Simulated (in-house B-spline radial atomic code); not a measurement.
Inner levels of oxygen as electrons are removed. A shift is the extra binding of the orbital against the neutral atom ([He] 2s2 2p4). The density at the nucleus is averaged over the nuclear charge. Computed with a B-spline radial code for spherical atoms: Dirac-Hartree-Fock, average of the configuration, finite nuclei.

| ion | configuration | shift of 1s1/2 (eV) | radius of 1s1/2 (bohr) | Σ<r²> (bohr²) | change of density at nucleus (bohr⁻³) |
| --- | --- | --- | --- | --- | --- |
| O | [He] 2s2 2p4 | 0 | 0.19837 | 11.261 | - |
| O+ | [He] 2s2 2p3 | ? | ? | ? | ? |
| O2+ | [He] 2s2 2p2 | 43.308 | 0.19799 | 5.0705 | 3.7776 |
| O3+ | [He] 2s2 2p1 | 72.503 | 0.19758 | 3.3855 | 6.522 |
| O4+ | [He] 2s2 | 106.45 | 0.19699 | 2.153 | 9.8319 |
| O5+ | [He] 2s1 | ? | ? | ? | ? |
| O6+ | 1s2 | 176.59 | 0.19655 | 0.1037 | -12.476 |
| O7+ | 1s1 | 308.27 | 0.18729 | 0.046782 | -152.54 |

**Question.** Fill in the row of O+.

**Answer.** shift of 1s1/2 (eV): 19.045; radius of 1s1/2 (bohr): 0.19825; Σ<r²> (bohr²): 7.4851; change of density at nucleus (bohr⁻³): 1.5949.

**Question.** Fill in the row of O5+.

**Answer.** shift of 1s1/2 (eV): 140.12; radius of 1s1/2 (bohr): 0.19693; Σ<r²> (bohr²): 1.0351; change of density at nucleus (bohr⁻³): -0.095028.
